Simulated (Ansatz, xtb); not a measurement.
## Two structures of BH9OSi3

We compare X, a singlet given by its coordinates, with Y, `B[Si@@H]([SiH3])[SiH2]O`, a singlet. Both are isolated molecules in the gas phase, relaxed with B3LYP/def2-SVP; the shapes shown needn't be the lowest conformers.

X (Å):

| atom | x (Å) | y (Å) | z (Å) |
| --- | --- | --- | --- |
| B | -0.0106 | -0.0199 | 0.1456 |
| O | 1.1206 | 0.6814 | -0.8395 |
| Si | -1.6709 | -0.1884 | -1.0298 |
| Si | -0.6591 | -0.5728 | -3.1491 |
| Si | 1.4785 | 0.1847 | -2.5013 |
| H | -0.1079 | 0.7558 | 1.0760 |
| H | 0.4313 | -1.1145 | 0.4483 |
| H | -2.5246 | 1.0309 | -1.2130 |
| H | -2.5880 | -1.3337 | -0.7370 |
| H | -1.1037 | 0.2195 | -4.3349 |
| H | -0.5031 | -2.0011 | -3.5590 |
| H | 2.0437 | 1.4212 | -3.1147 |
| H | 2.5765 | -0.8204 | -2.3956 |
| H | 1.8267 | 1.0728 | -0.3055 |

Close contacts (Å): B1–O2 1.66, B1–Si3 2.04, O2–Si5 1.77, Si3–Si4 2.38, Si4–Si5 2.36, B1–H6 1.22, B1–H7 1.22, O2–H14 0.97, Si3–H8 1.50, Si3–H9 1.50, Si4–H10 1.49, Si4–H11 1.49, Si5–H12 1.49, Si5–H13 1.49.

Y (Å):

| atom | x (Å) | y (Å) | z (Å) |
| --- | --- | --- | --- |
| B | -1.2911 | 0.2012 | 1.8122 |
| O | -0.7545 | -0.0134 | -3.1151 |
| Si | -0.2144 | 0.5237 | 0.1571 |
| Si | 1.2369 | -1.3047 | -0.2435 |
| Si | -1.6013 | 0.5378 | -1.7751 |
| H | -1.3225 | 0.9802 | 2.7320 |
| H | -1.9447 | -0.8093 | 1.9016 |
| H | 0.6103 | 1.7749 | 0.1800 |
| H | 2.1488 | -1.5496 | 0.9140 |
| H | 0.4381 | -2.5398 | -0.4917 |
| H | 2.0785 | -1.0202 | -1.4444 |
| H | -2.1586 | 1.9092 | -2.0006 |
| H | -2.7273 | -0.4181 | -1.6014 |
| H | 0.0403 | 0.4721 | -3.3664 |

Task: Which of the two would you expect CCSD(T)/def2-SVP + ΔMP2/def2-TZVPP electronic energies to favour?

Result: Structure X; the calculation gives E(Y) − E(X) = +0.500 eV.

The same difference at several levels:

```json
{"level": "B3LYP/def2-SVP", "geometry": "B3LYP/def2-SVP", "E(Y) − E(X) (eV)": "+0.608", "departure from the last row (eV)": "+0.108", "job, with rough time for the two": "optimisation, 2 min"}
{"level": "HF/def2-SVP", "geometry": "B3LYP/def2-SVP", "E(Y) − E(X) (eV)": "+0.270", "departure from the last row (eV)": "−0.229", "job, with rough time for the two": "part of the CCSD(T) run"}
{"level": "MP2/def2-SVP", "geometry": "B3LYP/def2-SVP", "E(Y) − E(X) (eV)": "+0.693", "departure from the last row (eV)": "+0.193", "job, with rough time for the two": "part of the CCSD(T) run"}
{"level": "CCSD(T)/def2-SVP", "geometry": "B3LYP/def2-SVP", "E(Y) − E(X) (eV)": "+0.660", "departure from the last row (eV)": "+0.160", "job, with rough time for the two": "single point"}
{"level": "CCSD(T)/def2-SVP + ΔMP2/def2-TZVPP", "geometry": "B3LYP/def2-SVP", "E(Y) − E(X) (eV)": "+0.500", "departure from the last row (eV)": "", "job, with rough time for the two": "single point, 26 s"}
```

None of the levels shown reverses the order. The largest departure from CCSD(T)/def2-SVP + ΔMP2/def2-TZVPP is that of HF/def2-SVP, 0.229 eV. A small imaginary or near-zero mode remains, so no thermal terms are given. Levels run at GFN2-xTB geometries aren't shown. The last row adds to CCSD(T) the change of the MP2 difference between the two basis sets, here −0.160 eV, a large step that makes the value less sure.

The correlated steps freeze 17 core orbitals. Programs: Ansatz 0.2.0, xtb 6.7.1; the last row on 2 threads of Intel(R) Xeon(R) 6975P-C (Granite Rapids) on a shared host.
